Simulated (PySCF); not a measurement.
# Dipole moment and polarisability of W(CtBu)F3

Compound: W(CtBu)F3, C5H9F3W (singlet state).
Geometry (PBE0-D3(BJ)/def2-SVP, Å), atoms numbered from 1 in this order:
```
atom  x, y, z in Å
W1    -0.109   -0.019   -2.733
C2    -0.023   -0.006   -1.000
C3     0.022    0.005    0.481
C4     0.660    1.322    0.945
C5    -1.414   -0.107    1.012
C6     0.860   -1.190    0.957
H7     1.685    1.419    0.558
H8     0.701    1.356    2.045
H9     0.077    2.186    0.594
H10   -1.410   -0.101    2.114
H11   -1.886   -1.041    0.674
H12   -2.029    0.735    0.665
H13    1.889   -1.128    0.573
H14    0.421   -2.139    0.615
H15    0.903   -1.207    2.058
F16    1.690   -0.047   -3.260
F17   -1.027    1.568   -3.125
F18   -1.067   -1.589   -3.094
```

Level: PBE0/def2-SVPD (PySCF), static field, nuclei fixed, core orbitals frozen in the response. The polarisability tensor in these axes (au):

```
x    87.42   0.02   1.54
y     0.02  87.30   0.27
z     1.54   0.27 124.22
```

Diagonalise the tensor; give its mean and Δα, where Δα² is half the sum of the squared differences of the eigenvalues.

Principal values 87.29, 87.36 and 124.29 au; mean 99.65 au = 14.77 Å³ = 16.43 × 10⁻⁴⁰ C²·m²/J; Δα = 36.96 au (37 % of the mean).

What is the dipole moment, and where does it point?

(0.05, 0.01, 1.57) D, 1.58 D in size, pointing from the negative to the positive side. Measured along this direction, the outermost atoms are F16, F17 and F18 at the negative end and H15, H8 and H10 at the positive end.

In a dilute gas of rigid molecules at 250 K, how does the orientational term μ²/3kT compare with the electronic polarisability?

In Gaussian units μ²/3kT = 23.97 Å³ against 14.77 Å³, a ratio of 1.62; the Debye molar polarisation (4π/3)N_A(α + μ²/3kT) is 97.7 cm³/mol, leaving out the vibrational part.

What would n − 1 = 2πNα be for an ideal gas of these molecules at 400 K and 1 atm, electronic part alone?

N = p/kT = 1.8347 × 10¹⁹ cm⁻³, so n − 1 = 2π × N × 14.77 × 10⁻²⁴ cm³ = 1702 × 10⁻⁶ at long wavelengths.

Molar refractivity from α?

Lorentz–Lorenz: R = (4π/3)N_A α = 2.5225 cm³/(mol·Å³) × 14.77 Å³ = 37.2 cm³/mol, in the limit of long wavelengths.

Isolated species at its PBE0-D3(BJ)/def2-SVP geometry, gas phase. Atoms past krypton carry effective core potentials; spin–orbit coupling is left out.
